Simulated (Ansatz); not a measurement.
Molecular dynamics of C2H9FN2Si

Input file:

```yaml
crystal:
  periodic: [false, false, false]
  atoms:
    - { symbol: C, position_ang: [1.095746, -0.980639, 1.085031] }
    - { symbol: "N", position_ang: [-0.097881, -1.198583, 0.226916] }
    - { symbol: C, position_ang: [0.070008, -0.574378, -1.121924] }
    - { symbol: Si, position_ang: [-0.136868, 1.3084, -1.067714] }
    - { symbol: "N", position_ang: [-1.514684, 1.497062, 0.15708] }
    - { symbol: F, position_ang: [1.150889, 1.859582, -0.231516] }
    - { symbol: H, position_ang: [2.013778, -1.389317, 0.654712] }
    - { symbol: H, position_ang: [0.93214, -1.449416, 2.054134] }
    - { symbol: H, position_ang: [1.243057, 0.087631, 1.234806] }
    - { symbol: H, position_ang: [-0.171372, -2.221085, 0.085861] }
    - { symbol: H, position_ang: [1.026488, -0.84784, -1.573338] }
    - { symbol: H, position_ang: [-0.702607, -0.996211, -1.760844] }
    - { symbol: H, position_ang: [-1.532721, 1.930774, -1.161058] }
    - { symbol: H, position_ang: [-1.961462, 0.679348, 0.591487] }
    - { symbol: H, position_ang: [-1.436414, 2.243772, 0.855868] }
basis:
  gaussian: { orbitals: STO-3G }
hamiltonian:
  xc: hf
md:
  timestep: 0.5
  n_steps: 200
  ensemble: nve
  temperature: 300.0
  initial_velocities: maxwell_boltzmann
  seed: 11930
```

Command:

```bash
$ ansatz run input.yaml --threads 1 --pin off --max-ram 2048MiB --backend cpu --events-out ev --progress --plain --runs-dir out
```

It starts at the highest image of a converged band. Of that band: Neighbouring images differ by up to 2.4 eV, so the band resolves the path poorly. A vibrational analysis at the climbing image gives one clearly imaginary mode, 2238i cm⁻¹: a first-order saddle point.

Output, in part (one step line in 3, the closing report, with atoms numbered from 0):

```
md step     0: t =     0.00 fs  T =   300.0 K  F+E_penalty+E_count = -15538.85422397 eV  E_kin = 0.504114 eV  conserved = -15538.35010998 eV  (28 SCF iters)
md step     3: t =     1.50 fs  T =   246.9 K  F+E_penalty+E_count = -15538.76333824 eV  E_kin = 0.414890 eV  conserved = -15538.34844779 eV  (27 SCF iters)
md step     6: t =     3.00 fs  T =   192.3 K  F+E_penalty+E_count = -15538.67100052 eV  E_kin = 0.323208 eV  conserved = -15538.34779255 eV  (26 SCF iters)
md step     9: t =     4.50 fs  T =   196.3 K  F+E_penalty+E_count = -15538.67769345 eV  E_kin = 0.329827 eV  conserved = -15538.34786660 eV  (26 SCF iters)
md step    12: t =     6.00 fs  T =   286.1 K  F+E_penalty+E_count = -15538.82594491 eV  E_kin = 0.480778 eV  conserved = -15538.34516732 eV  (25 SCF iters)
md step    15: t =     7.50 fs  T =   634.4 K  F+E_penalty+E_count = -15539.41517911 eV  E_kin = 1.066049 eV  conserved = -15538.34913052 eV  (24 SCF iters)
md step    18: t =     9.00 fs  T =   946.9 K  F+E_penalty+E_count = -15539.94895594 eV  E_kin = 1.591112 eV  conserved = -15538.35784403 eV  (23 SCF iters)
md step    21: t =    10.50 fs  T =  1199.6 K  F+E_penalty+E_count = -15540.36662805 eV  E_kin = 2.015773 eV  conserved = -15538.35085511 eV  (23 SCF iters)
md step    24: t =    12.00 fs  T =  1449.6 K  F+E_penalty+E_count = -15540.79825492 eV  E_kin = 2.435943 eV  conserved = -15538.36231162 eV  (23 SCF iters)
md step    27: t =    13.50 fs  T =  1049.1 K  F+E_penalty+E_count = -15540.11001797 eV  E_kin = 1.762943 eV  conserved = -15538.34707471 eV  (25 SCF iters)
md step    30: t =    15.00 fs  T =   987.1 K  F+E_penalty+E_count = -15540.00342229 eV  E_kin = 1.658780 eV  conserved = -15538.34464247 eV  (23 SCF iters)
md step    33: t =    16.50 fs  T =  1465.6 K  F+E_penalty+E_count = -15540.81934581 eV  E_kin = 2.462808 eV  conserved = -15538.35653743 eV  (23 SCF iters)
md step    36: t =    18.00 fs  T =  1543.4 K  F+E_penalty+E_count = -15540.96189750 eV  E_kin = 2.593578 eV  conserved = -15538.36831914 eV  (23 SCF iters)
md step    39: t =    19.50 fs  T =  1294.4 K  F+E_penalty+E_count = -15540.51930760 eV  E_kin = 2.175075 eV  conserved = -15538.34423218 eV  (23 SCF iters)
md step    42: t =    21.00 fs  T =  1594.6 K  F+E_penalty+E_count = -15541.04466409 eV  E_kin = 2.679494 eV  conserved = -15538.36516962 eV  (23 SCF iters)
md step    45: t =    22.50 fs  T =  1154.3 K  F+E_penalty+E_count = -15540.28597566 eV  E_kin = 1.939620 eV  conserved = -15538.34635520 eV  (23 SCF iters)
md step    48: t =    24.00 fs  T =  1066.2 K  F+E_penalty+E_count = -15540.13696043 eV  E_kin = 1.791697 eV  conserved = -15538.34526382 eV  (23 SCF iters)
md step    51: t =    25.50 fs  T =  1438.1 K  F+E_penalty+E_count = -15540.77812696 eV  E_kin = 2.416479 eV  conserved = -15538.36164804 eV  (23 SCF iters)
md step    54: t =    27.00 fs  T =  1220.7 K  F+E_penalty+E_count = -15540.40289885 eV  E_kin = 2.051322 eV  conserved = -15538.35157704 eV  (24 SCF iters)
md step    57: t =    28.50 fs  T =  1251.7 K  F+E_penalty+E_count = -15540.46879969 eV  E_kin = 2.103376 eV  conserved = -15538.36542332 eV  (24 SCF iters)
md step    60: t =    30.00 fs  T =  1075.3 K  F+E_penalty+E_count = -15540.16058240 eV  E_kin = 1.806910 eV  conserved = -15538.35367224 eV  (24 SCF iters)
md step    63: t =    31.50 fs  T =   677.5 K  F+E_penalty+E_count = -15539.48332467 eV  E_kin = 1.138445 eV  conserved = -15538.34487983 eV  (25 SCF iters)
md step    66: t =    33.00 fs  T =   828.2 K  F+E_penalty+E_count = -15539.74016062 eV  E_kin = 1.391774 eV  conserved = -15538.34838667 eV  (25 SCF iters)
md step    69: t =    34.50 fs  T =  1155.0 K  F+E_penalty+E_count = -15540.30714002 eV  E_kin = 1.940791 eV  conserved = -15538.36634908 eV  (24 SCF iters)
md step    72: t =    36.00 fs  T =   973.8 K  F+E_penalty+E_count = -15539.97550815 eV  E_kin = 1.636338 eV  conserved = -15538.33917064 eV  (25 SCF iters)
md step    75: t =    37.50 fs  T =  1274.5 K  F+E_penalty+E_count = -15540.51006197 eV  E_kin = 2.141688 eV  conserved = -15538.36837424 eV  (25 SCF iters)
md step    78: t =    39.00 fs  T =   891.1 K  F+E_penalty+E_count = -15539.84676063 eV  E_kin = 1.497341 eV  conserved = -15538.34941964 eV  (25 SCF iters)
md step    81: t =    40.50 fs  T =   593.5 K  F+E_penalty+E_count = -15539.34331045 eV  E_kin = 0.997252 eV  conserved = -15538.34605831 eV  (26 SCF iters)
md step    84: t =    42.00 fs  T =   754.5 K  F+E_penalty+E_count = -15539.61923373 eV  E_kin = 1.267896 eV  conserved = -15538.35133763 eV  (27 SCF iters)
md step    87: t =    43.50 fs  T =   918.6 K  F+E_penalty+E_count = -15539.90413670 eV  E_kin = 1.543540 eV  conserved = -15538.36059643 eV  (25 SCF iters)
md step    90: t =    45.00 fs  T =   932.3 K  F+E_penalty+E_count = -15539.91646040 eV  E_kin = 1.566687 eV  conserved = -15538.34977344 eV  (24 SCF iters)
md step    93: t =    46.50 fs  T =  1102.2 K  F+E_penalty+E_count = -15540.21238330 eV  E_kin = 1.852149 eV  conserved = -15538.36023461 eV  (24 SCF iters)
md step    96: t =    48.00 fs  T =   809.0 K  F+E_penalty+E_count = -15539.70897653 eV  E_kin = 1.359384 eV  conserved = -15538.34959238 eV  (47 SCF iters)
md step    99: t =    49.50 fs  T =   701.5 K  F+E_penalty+E_count = -15539.52601488 eV  E_kin = 1.178793 eV  conserved = -15538.34722178 eV  (25 SCF iters)
md step   102: t =    51.00 fs  T =   916.8 K  F+E_penalty+E_count = -15539.89689882 eV  E_kin = 1.540578 eV  conserved = -15538.35632093 eV  (25 SCF iters)
md step   105: t =    52.50 fs  T =   905.5 K  F+E_penalty+E_count = -15539.87325193 eV  E_kin = 1.521517 eV  conserved = -15538.35173530 eV  (25 SCF iters)
md step   108: t =    54.00 fs  T =   967.2 K  F+E_penalty+E_count = -15539.98743007 eV  E_kin = 1.625253 eV  conserved = -15538.36217700 eV  (25 SCF iters)
md step   111: t =    55.50 fs  T =   821.5 K  F+E_penalty+E_count = -15539.73059720 eV  E_kin = 1.380384 eV  conserved = -15538.35021272 eV  (25 SCF iters)
md step   114: t =    57.00 fs  T =   710.0 K  F+E_penalty+E_count = -15539.54472766 eV  E_kin = 1.193034 eV  conserved = -15538.35169381 eV  (23 SCF iters)
md step   117: t =    58.50 fs  T =   741.1 K  F+E_penalty+E_count = -15539.59498918 eV  E_kin = 1.245401 eV  conserved = -15538.34958797 eV  (23 SCF iters)
md step   120: t =    60.00 fs  T =   935.0 K  F+E_penalty+E_count = -15539.92555815 eV  E_kin = 1.571120 eV  conserved = -15538.35443826 eV  (24 SCF iters)
md step   123: t =    61.50 fs  T =  1123.5 K  F+E_penalty+E_count = -15540.24380337 eV  E_kin = 1.887827 eV  conserved = -15538.35597680 eV  (25 SCF iters)
md step   126: t =    63.00 fs  T =  1068.1 K  F+E_penalty+E_count = -15540.15007180 eV  E_kin = 1.794824 eV  conserved = -15538.35524738 eV  (24 SCF iters)
md step   129: t =    64.50 fs  T =   800.9 K  F+E_penalty+E_count = -15539.69681789 eV  E_kin = 1.345803 eV  conserved = -15538.35101457 eV  (23 SCF iters)
md step   132: t =    66.00 fs  T =   639.2 K  F+E_penalty+E_count = -15539.42351644 eV  E_kin = 1.074155 eV  conserved = -15538.34936153 eV  (24 SCF iters)
md step   135: t =    67.50 fs  T =   663.4 K  F+E_penalty+E_count = -15539.46313175 eV  E_kin = 1.114828 eV  conserved = -15538.34830334 eV  (43 SCF iters)
md step   138: t =    69.00 fs  T =   923.6 K  F+E_penalty+E_count = -15539.90474465 eV  E_kin = 1.552077 eV  conserved = -15538.35266766 eV  (24 SCF iters)
md step   141: t =    70.50 fs  T =  1114.6 K  F+E_penalty+E_count = -15540.23178718 eV  E_kin = 1.873019 eV  conserved = -15538.35876797 eV  (24 SCF iters)
md step   144: t =    72.00 fs  T =   925.7 K  F+E_penalty+E_count = -15539.90404283 eV  E_kin = 1.555603 eV  conserved = -15538.34843945 eV  (25 SCF iters)
md step   147: t =    73.50 fs  T =   870.0 K  F+E_penalty+E_count = -15539.81665560 eV  E_kin = 1.461924 eV  conserved = -15538.35473129 eV  (26 SCF iters)
md step   150: t =    75.00 fs  T =   772.6 K  F+E_penalty+E_count = -15539.64971769 eV  E_kin = 1.298256 eV  conserved = -15538.35146165 eV  (25 SCF iters)
md step   153: t =    76.50 fs  T =   679.4 K  F+E_penalty+E_count = -15539.49150452 eV  E_kin = 1.141581 eV  conserved = -15538.34992389 eV  (24 SCF iters)
md step   156: t =    78.00 fs  T =   751.9 K  F+E_penalty+E_count = -15539.61753377 eV  E_kin = 1.263532 eV  conserved = -15538.35400156 eV  (23 SCF iters)
md step   159: t =    79.50 fs  T =   660.1 K  F+E_penalty+E_count = -15539.46388055 eV  E_kin = 1.109224 eV  conserved = -15538.35465684 eV  (26 SCF iters)
md step   162: t =    81.00 fs  T =   542.2 K  F+E_penalty+E_count = -15539.25977811 eV  E_kin = 0.911068 eV  conserved = -15538.34871025 eV  (27 SCF iters)
md step   165: t =    82.50 fs  T =   657.0 K  F+E_penalty+E_count = -15539.45929213 eV  E_kin = 1.104034 eV  conserved = -15538.35525833 eV  (26 SCF iters)
md step   168: t =    84.00 fs  T =   584.1 K  F+E_penalty+E_count = -15539.32983621 eV  E_kin = 0.981564 eV  conserved = -15538.34827183 eV  (25 SCF iters)
md step   171: t =    85.50 fs  T =   730.0 K  F+E_penalty+E_count = -15539.57638479 eV  E_kin = 1.226746 eV  conserved = -15538.34963890 eV  (26 SCF iters)
md step   174: t =    87.00 fs  T =   945.3 K  F+E_penalty+E_count = -15539.94859387 eV  E_kin = 1.588494 eV  conserved = -15538.36009995 eV  (27 SCF iters)
md step   177: t =    88.50 fs  T =   745.1 K  F+E_penalty+E_count = -15539.59720283 eV  E_kin = 1.251994 eV  conserved = -15538.34520860 eV  (26 SCF iters)
md step   180: t =    90.00 fs  T =   800.9 K  F+E_penalty+E_count = -15539.70144225 eV  E_kin = 1.345802 eV  conserved = -15538.35563980 eV  (25 SCF iters)
md step   183: t =    91.50 fs  T =   755.6 K  F+E_penalty+E_count = -15539.61979421 eV  E_kin = 1.269628 eV  conserved = -15538.35016611 eV  (25 SCF iters)
md step   186: t =    93.00 fs  T =   772.9 K  F+E_penalty+E_count = -15539.64714215 eV  E_kin = 1.298778 eV  conserved = -15538.34836461 eV  (26 SCF iters)
md step   189: t =    94.50 fs  T =   971.8 K  F+E_penalty+E_count = -15539.98935441 eV  E_kin = 1.633009 eV  conserved = -15538.35634583 eV  (24 SCF iters)
md step   192: t =    96.00 fs  T =   836.3 K  F+E_penalty+E_count = -15539.76118705 eV  E_kin = 1.405352 eV  conserved = -15538.35583482 eV  (24 SCF iters)
md step   195: t =    97.50 fs  T =   529.0 K  F+E_penalty+E_count = -15539.23234912 eV  E_kin = 0.888966 eV  conserved = -15538.34338289 eV  (23 SCF iters)
md step   198: t =    99.00 fs  T =   713.8 K  F+E_penalty+E_count = -15539.55486756 eV  E_kin = 1.199453 eV  conserved = -15538.35541475 eV  (25 SCF iters)
md step   200: t =   100.00 fs  T =   793.8 K  F+E_penalty+E_count = -15539.68740603 eV  E_kin = 1.333826 eV  conserved = -15538.35357990 eV  (43 SCF iters)
Total energy: -15539.68740603 eV, -571.0729789933 hartree
Atom 0 at     0.963495    -0.823799     0.984157 Å, force    -0.173812    -1.944186     3.616754 eV/Å
Atom 1 at    -0.260246    -0.803650     0.190889 Å, force     1.141682     0.178961    -3.026428 eV/Å
Atom 2 at     0.323897    -0.586680    -1.232778 Å, force    -1.335588    -1.797597     1.554427 eV/Å
Atom 3 at     0.413306     1.217931    -1.617075 Å, force     0.105764     2.234325     0.146675 eV/Å
Atom 4 at    -2.000044     1.309165     1.034834 Å, force     1.013296     1.673047     2.660734 eV/Å
Atom 5 at     0.795500     1.768158    -0.128473 Å, force    -0.142102    -0.495207    -0.890231 eV/Å
Atom 6 at     1.616187    -1.648733     0.706875 Å, force     0.451962     0.179057    -0.249851 eV/Å
Atom 7 at     0.731471    -1.010068     2.061197 Å, force     0.149080     0.549549    -1.014394 eV/Å
Atom 8 at     1.450791     0.119937     0.882634 Å, force     0.587055     0.696980     0.005462 eV/Å
Atom 9 at    -0.629734    -1.765447     0.177837 Å, force    -0.169080    -0.369529     0.275581 eV/Å
Atom 10 at     1.291996    -1.101565    -1.300103 Å, force    -0.406524     0.188806    -0.249405 eV/Å
Atom 11 at    -0.349187    -1.086670    -1.927346 Å, force     0.132482     0.147280    -0.108268 eV/Å
Atom 12 at    -1.699098     2.178348     1.528476 Å, force    -0.499564     1.189348    -1.182446 eV/Å
Atom 13 at    -2.931913     1.207478     1.581028 Å, force     2.403333    -1.487614    -0.708700 eV/Å
Atom 14 at    -1.149110     0.788967     1.461627 Å, force    -3.257985    -0.943218    -0.829909 eV/Å
Dipole moment:     0.226142    -0.217702     0.093890 e Å
```

All steps were run. The conserved energy stayed within 1.5 meV per atom of its start (net change -0.23 meV per atom), so there is no drift, though single steps change it by up to 21 meV in the whole system, a sign of fast motions only just resolved. The system heated up, since it started high on the potential surface and ran downhill. A run of 0.1 ps of so small a system gives no equilibrium averages. The orbitals stay closed-shell, which can raise the energy where a bond breaks towards radicals; this wasn't checked here. Limits of this set-up: minimal basis.

The step under study would form N5–H13 and break Si4–H13. These pairs go: N5–H13 1.39 → 1.04 Å, Si4–H13 1.53 → 3.91 Å. In the last frame they stand as after the step (other bonds may differ from the relaxed reactants and products). Also parted: Si4–N5 1.85 → 3.59 Å. It ends as C2H6FNSi + H3N. Pairs count as bonded within 1.25 times the sum of covalent radii (0.12 Å more for H–H).

Last frame:

```xyz
15
Properties=species:S:1:pos:R:3
C 0.964 -0.824 0.984
N -0.260 -0.804 0.191
C 0.324 -0.587 -1.233
Si 0.413 1.218 -1.617
N -2.000 1.309 1.035
F 0.795 1.768 -0.129
H 1.616 -1.649 0.707
H 0.732 -1.010 2.061
H 1.451 0.120 0.883
H -0.630 -1.765 0.178
H 1.292 -1.102 -1.300
H -0.349 -1.087 -1.927
H -1.699 2.178 1.528
H -2.932 1.208 1.581
H -1.149 0.789 1.462
```

Run time: 3.4 min on 1 thread of Arm Neoverse V2, on a shared host, peak memory 0.094 GiB.
